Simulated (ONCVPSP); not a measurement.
**Ni: ONCV pseudisation with LDA (Perdew-Wang 92), fully relativistic reference atom.**

Input for ONCVPSP 4.0.1:

```
# ATOM AND REFERENCE CONFIGURATION
# atsym  z   nc   nv     iexc    psfile
  Ni 28.00    3    5  -001012      upf
#
#   n    l    f
    1    0    2.00
    2    0    2.00
    2    1    6.00
    3    0    2.00
    3    1    6.00
    3    2    8.00
    4    0    1.75
    4    1    0.25
#
# PSEUDOPOTENTIAL AND OPTIMIZATION
# lmax
    2
#
#   l,   rc,      ep,       ncon, nbas, qcut
    0    1.25    0.00    5    8    7.50
    1    1.10    0.00    3    7   13.50
    2    1.35    0.00    4    8   13.00
#
# LOCAL POTENTIAL
# lloc, lpopt,  rc(5),   dvloc0
    4    1    0.95    0.00
#
# VANDERBILT-KLEINMAN-BYLANDER PROJECTORs
# l, nproj, debl
    0    2    3.60
    1    2    3.00
    2    2    1.30
#
# MODEL CORE CHARGE
# icmod, fcfact, rcfact
    1    0.35    0.00
#
# LOG DERIVATIVE ANALYSIS
# epsh1, epsh2, depsh
   -6.00    5.00    0.04
#
# OUTPUT GRID
# rlmax, drl
    6.00    0.01
#
# TEST CONFIGURATIONS
# ncnf
    4
# nvcnf
#   n    l    f
    5
    3    0    2.00
    3    1    6.00
    3    2    8.00
    4    0    2.00
    4    1    0.00
#
    5
    3    0    2.00
    3    1    6.00
    3    2    8.00
    4    0    1.00
    4    1    0.00
#
    5
    3    0    2.00
    3    1    6.00
    3    2    8.00
    4    0    0.00
    4    1    0.00
#
    5
    3    0    2.00
    3    1    6.00
    3    2    8.00
    4    0    1.50
    4    1    0.00
#
```

Command:

```bash
oncvpspr.x < Ni.dat > Ni.out
```

Output (shortened: citation, most of the input echo, consistency checks and plot data are left out):

```
ONCVPSP  (Optimized Norm-Conservinng Vanderbilt PSeudopotential)
relativistic version 4.0.1

#   n    l    f        energy (Ha)
    1    0    2.00    -3.0111136D+02
    2    0    2.00    -3.6014941D+01
    2    1    6.00    -3.0818458D+01    -3.1459445D+01
    3    0    2.00    -4.0791692D+00
    3    1    6.00    -2.6106998D+00    -2.6923051D+00
    3    2    8.00    -3.5130519D-01    -3.6015866D-01
    4    0    1.75    -2.2797833D-01
    4    1    0.25    -5.8485010D-02    -6.0660259D-02

Reference configufation results
  iterations    35
  all-electron total energy (Ha)   -1.51805989D+03

Begin loop to  construct optimized pseudo wave functions
and semi-local pseudopoentials for all angular momenta

Calculating optimized projector #   1

 for l=   0

    Fraction of norm inside rc  0.947699
    Optimizing pswf for qcut=   7.50 a_B^-1,  ecut=  28.15 Ha
    Residual kinetic energy error=  2.20D-03 Ha

    Energy error per electron        Cutoff
         Ha          eV             Ha
         0.01000     0.27211       18.84
         0.00100     0.02721       50.16
         0.00010     0.00272      102.43
         0.00001     0.00027      117.49

Calculating optimized projector #   2

 for l=   0

    Fraction of norm inside rc  0.041042
    Optimizing pswf for qcut=   7.50 a_B^-1,  ecut=  28.15 Ha
    Residual kinetic energy error=  5.99D-04 Ha

    Energy error per electron        Cutoff
         Ha          eV             Ha
         0.01000     0.27211        8.61
         0.00100     0.02721       25.42
         0.00010     0.00272       58.32
         0.00001     0.00027      118.16

Calculating optimized projector #   1

 for l=   1

    Fraction of norm inside rc  0.849450
    Optimizing pswf for qcut=  13.48 a_B^-1,  ecut=  90.91 Ha
    Residual kinetic energy error=  3.79D-08 Ha

    Energy error per electron        Cutoff
         Ha          eV             Ha
         0.01000     0.27211       32.74
         0.00100     0.02721       41.77
         0.00010     0.00272       49.52
         0.00001     0.00027       55.98

Calculating optimized projector #   2

 for l=   1

    Fraction of norm inside rc  0.012777
    Optimizing pswf for qcut=  13.48 a_B^-1,  ecut=  90.91 Ha
    Residual kinetic energy error=  1.70D-09 Ha

    Energy error per electron        Cutoff
         Ha          eV             Ha
         0.01000     0.27211       18.17
         0.00100     0.02721       28.99
         0.00010     0.00272       38.09
         0.00001     0.00027       45.89

Calculating optimized projector #   1

 for l=   1

    Fraction of norm inside rc  0.857477
    Optimizing pswf for qcut=  13.48 a_B^-1,  ecut=  90.91 Ha
    Residual kinetic energy error=  3.26D-08 Ha

    Energy error per electron        Cutoff
         Ha          eV             Ha
         0.01000     0.27211       33.81
         0.00100     0.02721       43.27
         0.00010     0.00272       51.38
         0.00001     0.00027       58.24

Calculating optimized projector #   2

 for l=   1

    Fraction of norm inside rc  0.012945
    Optimizing pswf for qcut=  13.48 a_B^-1,  ecut=  90.91 Ha
    Residual kinetic energy error=  1.53D-09 Ha

    Energy error per electron        Cutoff
         Ha          eV             Ha
         0.01000     0.27211       18.83
         0.00100     0.02721       29.91
         0.00010     0.00272       39.48
         0.00001     0.00027       47.63

   Wellstate for l =  2  n =  4 kap= -3
     eigenvalue =   0.9487
     asymptotic potential =   1.4487
     half-point radius =  2.9578

Calculating optimized projector #   1

 for l=   2

    Fraction of norm inside rc  0.783334
    Optimizing pswf for qcut=  12.99 a_B^-1,  ecut=  84.32 Ha
    Residual kinetic energy error=  3.17D-07 Ha

    Energy error per electron        Cutoff
         Ha          eV             Ha
         0.01000     0.27211       51.03
         0.00100     0.02721       60.83
         0.00010     0.00272       68.56
         0.00001     0.00027       74.76

Calculating optimized projector #   2

 for l=   2

    Fraction of norm inside rc  0.112609
    Optimizing pswf for qcut=  12.99 a_B^-1,  ecut=  84.32 Ha
    Residual kinetic energy error=  2.59D-07 Ha

    Energy error per electron        Cutoff
         Ha          eV             Ha
         0.01000     0.27211       47.78
         0.00100     0.02721       59.29
         0.00010     0.00272       68.30
         0.00001     0.00027       75.33

   Wellstate for l =  2  n =  4 kap=  2
     eigenvalue =   0.9398

Calculating optimized projector #   1

 for l=   2

    Fraction of norm inside rc  0.787373
    Optimizing pswf for qcut=  12.99 a_B^-1,  ecut=  84.32 Ha
    Residual kinetic energy error=  3.03D-07 Ha

    Energy error per electron        Cutoff
         Ha          eV             Ha
         0.01000     0.27211       51.13
         0.00100     0.02721       60.91
         0.00010     0.00272       68.63
         0.00001     0.00027       74.84

Calculating optimized projector #   2

 for l=   2

    Fraction of norm inside rc  0.111686
    Optimizing pswf for qcut=  12.99 a_B^-1,  ecut=  84.32 Ha
    Residual kinetic energy error=  2.65D-07 Ha

    Energy error per electron        Cutoff
         Ha          eV             Ha
         0.01000     0.27211       47.83
         0.00100     0.02721       59.35
         0.00010     0.00272       68.35
         0.00001     0.00027       75.38

Construct Vanderbilt / Kleinmman-Bylander projectors

B matrix Hermiticity error, ll=  0  kap= -1
   1   2    4.2424D-04

  Orthonormal projector coefficients  1.2959E+01  2.7710E+00

B matrix Hermiticity error, ll=  1  kap= -2
   1   2    1.6493D-04

  Orthonormal projector coefficients -1.4992E+00  8.5682E-01

B matrix Hermiticity error, ll=  1  kap=  1
   1   2    1.7401D-04

  Orthonormal projector coefficients -1.7176E+00  6.9050E-01

B matrix Hermiticity error, ll=  2  kap= -3
   1   2    1.6418D-04

  Orthonormal projector coefficients -1.1213E+01 -2.9796E+00

B matrix Hermiticity error, ll=  2  kap=  2
   1   2    1.6538D-04

  Orthonormal projector coefficients -1.1253E+01 -2.9965E+00

 Orthonormal scalar projector coefficients, l =  1
 -1.5700E+00  7.9927E-01  8.6872E-05 -8.8247E-06

 Orthonormal spin-orbit projector coefficients, l =  1
  2.2831E-01  3.0203E-02 -1.6610E-03 -3.3596E-04

 Orthonormal scalar projector coefficients, l =  2
 -1.1229E+01 -2.9864E+00 -5.9562E-08 -1.9657E-08

 Orthonormal spin-orbit projector coefficients, l =  2
  1.6077E-02  6.6938E-03 -2.8432E-05 -5.7032E-06

Model core correction analysis
  based on d2Exc/dn_idn_j

d2excae - all-electron derivatives

   -3.146273D-02   -2.935865D-02   -2.173053D-02   -1.309225D-03
   -4.904709D-04
   -2.935869D-02   -2.819015D-02   -2.101521D-02   -1.283108D-03
   -4.772851D-04
   -2.173063D-02   -2.101528D-02   -1.784607D-02   -1.126299D-03
   -3.733341D-04
   -1.309236D-03   -1.283117D-03   -1.126306D-03   -1.495083D-04
   -3.784759D-05
   -4.904755D-04   -4.772887D-04   -3.733360D-04   -3.784760D-05
   -1.201435D-05

d2excps - pseudofunction derivatives with no core correction

   -4.857100D-02   -4.202034D-02   -3.079102D-02   -2.331972D-03
   -7.898064D-04
   -4.202087D-02   -3.993756D-02   -3.093234D-02   -1.923179D-03
   -7.168600D-04
   -3.079135D-02   -3.093254D-02   -2.551525D-02   -1.486484D-03
   -5.320865D-04
   -2.332160D-03   -1.923218D-03   -1.486505D-03   -2.427770D-04
   -5.870020D-05
   -7.898402D-04   -7.168754D-04   -5.320936D-04   -5.870026D-05
   -1.844606D-05

rms 2nd derivative error    6.854418E-03

Polynomial model core charge

d2excps - pseudofunction derivatives with core correction

   -3.788307D-02   -3.663505D-02   -2.868256D-02   -1.630040D-03
   -6.374199D-04
   -3.663503D-02   -3.652590D-02   -2.938968D-02   -1.583776D-03
   -6.226656D-04
   -2.868268D-02   -2.938982D-02   -2.472776D-02   -1.359339D-03
   -4.907419D-04
   -1.630061D-03   -1.583799D-03   -1.359358D-03   -1.963006D-04
   -4.901515D-05
   -6.374299D-04   -6.226758D-04   -4.907482D-04   -4.901520D-05
   -1.582422D-05

rms 2nd derivative error    4.478800E-03

Pseudoatom total energy -168.097255

Diagnostic tests using Vanderbilt-Kleinman-Bylander pseudopotentials
  relativistic with J = L +/- 1/2 projectors

   l  kap   rcore       rmatch      e in        delta e    norm test   slope test

   0  -1   1.2503915   1.2883561  -4.0791692   0.0000120   1.0001826   1.0001683
   0  -1   1.2503915   1.2883561  -0.2279783   0.0000069   1.0000550   1.0000414

   1  -2   1.1027788   1.1362616  -2.6106998   0.0000063   1.0001836   1.0002219
   1   1   1.1027788   1.1362616  -2.6923051   0.0000310   1.0001922   1.0002063
   1  -2   1.1027788   1.1362616  -0.0584850   0.0000032   1.0001181   1.0000746
   1   1   1.1027788   1.1362616  -0.0606603   0.0000081   1.0001869   1.0001397

   2  -3   1.3515116   1.3925464  -0.3513052  -0.0000086   1.0001213   1.0001517
   2   2   1.3515116   1.3925464  -0.3601587   0.0000027   1.0001334   1.0001150
   2  -3   1.3515116   1.3925464   0.9486948   0.0000044   1.0002637   1.0002637
   2   2   1.3515116   1.3925464   0.9463883   0.0000061   1.0002620   1.0002620

Diagnostic tests using Vanderbilt-Kleinman-Bylander pseudopotentials
  relativistic with scalar and spin-orbit non-local projectors

   l  kap   rcore       rmatch      e in        delta e    norm test   slope test

   0  -1   1.2503915   1.2883561  -4.0791692   0.0000120   1.0001826   1.0001683
   0  -1   1.2503915   1.2883561  -0.2279783   0.0000069   1.0000550   1.0000414

   1  -2   1.1027788   1.1362616  -2.6106998   0.0000066   1.0001832   1.0002217
   1   1   1.1027788   1.1362616  -2.6923051   0.0000313   1.0001919   1.0002060
   1  -2   1.1027788   1.1362616  -0.0584850   0.0000032   1.0001179   1.0000746
   1   1   1.1027788   1.1362616  -0.0606603   0.0000081   1.0001865   1.0001396

   2  -3   1.3515116   1.3925464  -0.3513052  -0.0000086   1.0001214   1.0001518
   2   2   1.3515116   1.3925464  -0.3601587   0.0000027   1.0001333   1.0001148
   2  -3   1.3515116   1.3925464   0.9486948   0.0000047   1.0002634   1.0002634
   2   2   1.3515116   1.3925464   0.9463883   0.0000057   1.0002624   1.0002624

Ghost test for J = L + 1/2

 Testing for bound ghosts
   n   l    E NL Schr. Eq   E Basis Diag.   E Cutoff

   1   0       -4.079157       -4.079155    168.94
   2   0       -0.227971       -0.073049    168.94

   2   1       -2.610694       -2.610565    183.49
   3   1       -0.058482        0.428742    183.49

   3   2       -0.351314       -0.348259    188.72

 Testing for highly-localized positive-energy ghosts
       l    <radius>/rc     E Basis Diag.   E Cutoff

Ghost test for J = L - 1/2

 Testing for bound ghosts
   n   l    E NL Schr. Eq   E Basis Diag.   E Cutoff

   1   0       -4.079157       -4.079155    168.94
   2   0       -0.227971       -0.073049    168.94

   2   1       -2.692274       -2.692166    183.49
   3   1       -0.060652        0.414250    183.49

   3   2       -0.360156       -0.357253    188.72

 Testing for highly-localized positive-energy ghosts
       l    <radius>/rc     E Basis Diag.   E Cutoff

Test configuration 0

   n   l kap    f        eae           eps        diff
   1   0  -1  2.0000 -301.11135841
   2   0  -1  2.0000  -36.01494052
   2   1  -2  4.0000  -30.81845844
   2   1   1  2.0000  -31.45944459
   3   0  -1  2.0000   -4.07916917   -4.07915719    1.20E-05
   3   1  -2  4.0000   -2.61069979   -2.61069350    6.28E-06
   3   1   1  2.0000   -2.69230511   -2.69227415    3.10E-05
   3   2  -3  4.8000   -0.35130519   -0.35131384   -8.65E-06
   3   2   2  3.2000   -0.36015866   -0.36015596    2.70E-06
   4   0  -1  1.7500   -0.22797833   -0.22797143    6.89E-06
   4   1  -2  0.1667   -0.05848501   -0.05848185    3.16E-06
   4   1   1  0.0833   -0.06066026   -0.06065219    8.07E-06

    Total energies and differences
      AE_ref= -1.51805989E+03  AE_tst= -1.51805989E+03  dif=  0.00E+00
      PS_ref= -1.68097255E+02  PS_tst= -1.68097255E+02  dif= -8.53E-13
      PSP excitation error=  8.53E-13

Test configuration 1

   n   l kap    f        eae           eps        diff
   1   0  -1  2.0000 -301.09191022
   2   0  -1  2.0000  -35.99646410
   2   1  -2  4.0000  -30.79992527
   2   1   1  2.0000  -31.44090355
   3   0  -1  2.0000   -4.05979823   -4.05972017    7.81E-05
   3   1  -2  4.0000   -2.59128262   -2.59127374    8.88E-06
   3   1   1  2.0000   -2.67290559   -2.67286356    4.20E-05
   3   2  -3  4.8000   -0.33236436   -0.33233657    2.78E-05
   3   2   2  3.2000   -0.34120439   -0.34116308    4.13E-05
   4   0  -1  2.0000   -0.21531731   -0.21531717    1.38E-07
   4   1  -2  0.0000   -0.04847004   -0.04847004    0.00E+00
   4   1   1  0.0000   -0.05056928   -0.05056928    0.00E+00

    Total energies and differences
      AE_ref= -1.51805989E+03  AE_tst= -1.51810173E+03  dif= -4.18E-02
      PS_ref= -1.68097255E+02  PS_tst= -1.68139095E+02  dif= -4.18E-02
      PSP excitation error= -4.99E-07

Test configuration 2

   n   l kap    f        eae           eps        diff
   1   0  -1  2.0000 -301.43154930
   2   0  -1  2.0000  -36.32880913
   2   1  -2  4.0000  -31.13287717
   2   1   1  2.0000  -31.77392473
   3   0  -1  2.0000   -4.39750093   -4.39762871   -1.28E-04
   3   1  -2  4.0000   -2.92941486   -2.92933165    8.32E-05
   3   1   1  2.0000   -3.01090971   -3.01083686    7.28E-05
   3   2  -3  4.8000   -0.66757446   -0.66780258   -2.28E-04
   3   2   2  3.2000   -0.67650523   -0.67673266   -2.27E-04
   4   0  -1  1.0000   -0.49628742   -0.49621168    7.57E-05
   4   1  -2  0.0000   -0.28507517   -0.28507517    0.00E+00
   4   1   1  0.0000   -0.28908718   -0.28908718    0.00E+00

    Total energies and differences
      AE_ref= -1.51805989E+03  AE_tst= -1.51774915E+03  dif=  3.11E-01
      PS_ref= -1.68097255E+02  PS_tst= -1.67786547E+02  dif=  3.11E-01
      PSP excitation error=  3.40E-05

Test configuration 3

psatom_r: WARNING lschvkbb convergence error n,l,kap,iter=   3   1  -2

ea(ii),et,emin,emax -6.316010E-02 -6.947611E-02 -6.947611E-02 -6.947611E-02
run_config_r: WARNING for fully non-local PS atom,
 WARNING no output for configuration 4

Test configuration 4

   n   l kap    f        eae           eps        diff
   1   0  -1  2.0000 -301.25392515
   2   0  -1  2.0000  -36.15532020
   2   1  -2  4.0000  -30.95904440
   2   1   1  2.0000  -31.60005254
   3   0  -1  2.0000   -4.22116366   -4.22115364    1.00E-05
   3   1  -2  4.0000   -2.75287057   -2.75281673    5.38E-05
   3   1   1  2.0000   -2.83443067   -2.83436252    6.82E-05
   3   2  -3  4.8000   -0.49278333   -0.49286693   -8.36E-05
   3   2   2  3.2000   -0.50166310   -0.50173893   -7.58E-05
   4   0  -1  1.5000   -0.35097516   -0.35094457    3.06E-05
   4   1  -2  0.0000   -0.16046401   -0.16046401    0.00E+00
   4   1   1  0.0000   -0.16354778   -0.16354778    0.00E+00

    Total energies and differences
      AE_ref= -1.51805989E+03  AE_tst= -1.51796062E+03  dif=  9.93E-02
      PS_ref= -1.68097255E+02  PS_tst= -1.67997992E+02  dif=  9.93E-02
      PSP excitation error=  7.49E-06
```

The run took about 7.4 s on one core of a shared server CPU.
